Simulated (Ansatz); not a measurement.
**A ladder of methods for SnH3F (SMILES [F][SnH3])**

SnH3F: 5 atoms, total charge 0, spin state singlet. SMILES: `[F][SnH3]`. The coordinates come from a PBE0-D4/def2-TZVP relaxation.

```csv
atom,x (Å),y (Å),z (Å)
F,-1.2850,0.7183,1.0050
Sn,0.1004,-0.0659,-0.0790
H,-0.5284,-0.0548,-1.6591
H,0.3189,-1.6265,0.5606
H,1.4441,0.9552,0.1310
```

Each level gives the energy change with the Sn2–H4 bond stretched from 1.701 to 3.401 Å (eV). The values are calculated.

| level | kind | program | value (eV) | less FCI/STO-3G |
| --- | --- | --- | --- | --- |
| revPBE/STO-3G (restricted) | GGA | Ansatz | 5.03 | +0.76 |
| BHLYP/STO-3G (restricted) | global hybrid | Ansatz | 6.66 | +2.39 |
| r2SCAN0/STO-3G (restricted) | hybrid meta-GGA | Ansatz | 6.22 | +1.95 |
| HSE06/STO-3G (restricted) | range-separated hybrid | Ansatz | 5.92 | +1.65 |
| wB97M-V/STO-3G (restricted) | range-separated hybrid | Ansatz | 6.47 | +2.20 |
| B2PLYP/STO-3G (restricted) | double hybrid | Ansatz | 5.74 | +1.47 |
| RPA@PBE/STO-3G (restricted) | RPA | Ansatz | 4.88 | +0.61 |
| CCSD/STO-3G (restricted) | coupled cluster or CI | Ansatz | 4.47 | +0.20 |
| FCI/STO-3G | exact in the basis | Ansatz | 4.27 | 0.00 |

FCI/STO-3G is exact within its basis and frozen core, so for wave-function methods in that basis the difference is their error; functionals converge differently with the basis, so for them it is only a difference. All-electron rows without a relativistic Hamiltonian named are non-relativistic. The first shape isn't each level's own minimum. The values span 4.27 to 6.66 eV. All rows use very small basis sets, so none should be taken for the real molecule's value. In the correlated wave-function rows the outer d shell of Sn is correlated, in sets not made for it.
